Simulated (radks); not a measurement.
Pm+, 60 electrons, occupied as [Xe] 4f5 6s1.

Calculated with a radial shooting solver on a logarithmic mesh with Libxc functionals: scalar-relativistic Kohn-Sham, PBE, spin-unpolarised, spherical densities, finite nucleus; Fermi nuclear charge, rms radius 4.962 fm.

Energy parts (hartree):
total: -10019.7591
kinetic: 10685.8652
electron-nucleus: -24348.9640
Hartree: 3871.8209
exchange-correlation: -228.4812

Orbitals (lengths in bohr, moments of r in powers of bohr; r(max) is where P^2 peaks):
orbital  occ.  eigenvalue (hartree)      <r^4>      <r>   r(max)
1s          2             -1654.595  1.417e-06  0.02318  0.01479
2s          2             -269.2084  0.0002295  0.09896  0.08380
2p          6             -240.4499  0.0001696  0.08711  0.06762
3s          2             -58.87676   0.009082   0.2605   0.2386
3p          6             -49.84469   0.009494   0.2588   0.2338
3d         10             -37.46197   0.007711   0.2362   0.1918
4s          2             -11.88222     0.2289   0.5929   0.5520
4p          6              -8.91844     0.3008   0.6278   0.5761
4d         10              -4.73152     0.4945   0.6883   0.6025
5s          2              -1.76151      8.092    1.440    1.290
5p          6              -1.05562      16.40    1.689    1.465
6s          1              -0.30538      464.9    3.964    3.487
4f          5              -0.29963      8.329    1.052   0.6368

The highest occupied level is 4f at -8.153 eV. Summed over all electrons, <r^2> = 59.78 bohr^2, which gives a Langevin (diamagnetic) susceptibility term of -47.3 x 10^-6 cm^3/mol. For comparison, the ionisation energy in NIST's Atomic Spectra Database is 10.94 eV (semi-empirical). In exact Kohn-Sham theory the highest level is minus the ionisation energy, but local and semilocal functionals leave it too shallow, through self-interaction and a potential that decays too fast; potentials with the right tail come closer. The density falls to 0.001 e/bohr^3 at r = 4.57 bohr.

Beside tabulated values, note that spin-unpolarised runs miss the spin-polarisation part of the exchange energy of open shells.
